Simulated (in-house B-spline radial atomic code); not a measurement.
**How G0W0 and RPA depend on the start: O II (O+)**

Configuration [He] 2s2 2p3, highest spin. Computed with a B-spline radial code for spherical atoms: all electrons, non-relativistic, point nucleus, each spin shell either full or empty, empty states to l = 9 with an (l + 1/2)⁻⁴ tail; G0W0 by contour deformation at full frequency.

| start | mean-field 2p up (eV) | G0W0 (eV) | QP weight | RPA correlation (Eh) |
| --- | --- | --- | --- | --- |
| Hartree-Fock | -36.21 | -35.62 | 0.959 | -0.28965 |
| LDA VWN5 | -26.448 | -34.55 | 0.886 | -0.34934 |
| PBE | -26.369 | -34.43 | 0.885 | -0.34908 |
| PBE0 | -28.979 | ? | ? | ? |
| r2SCAN | -27.300 | -34.68 | 0.907 | -0.33814 |
| HSE06 | -28.551 | ? | ? | ? |
| B3LYP (VWN-RPA) | -28.436 | -34.77 | 0.913 | -0.33435 |
| SCAN | -27.334 | -34.65 | 0.908 | -0.33786 |
| TPSS | -26.638 | -34.48 | 0.893 | -0.34361 |
| BHandHLYP | -31.40 | -35.15 | 0.937 | -0.31541 |
| CAM-B3LYP | -30.44 | -35.10 | 0.930 | -0.32291 |
| LC-wPBE | -31.82 | -35.31 | 0.940 | -0.31727 |
| wB97X | -31.38 | -35.28 | 0.940 | -0.31547 |
| PBEsol | -26.296 | -34.50 | 0.886 | -0.34886 |
| BLYP | -26.177 | -34.35 | 0.883 | -0.3495 |
| r2SCAN0 | -29.659 | -35.00 | 0.928 | -0.32398 |
| LDA exchange-only | -25.350 | -34.55 | 0.873 | -0.34896 |

What G0W0 level, weight and RPA correlation energy follow from the PBE0 start?

G0W0 level -34.89 eV, weight 0.919, RPA correlation -0.33054 hartree.

What G0W0 level, weight and RPA correlation energy follow from the HSE06 start?

G0W0 level -34.82 eV, weight 0.914, RPA correlation -0.33312 hartree.

How much of the dependence on the start does G0W0 remove?

The mean-field levels span 10.9 eV and the G0W0 levels 1.27 eV. Against 35.121 eV (NIST, measured) the G0W0 removal energies are off by -0.77 to +0.50 eV.
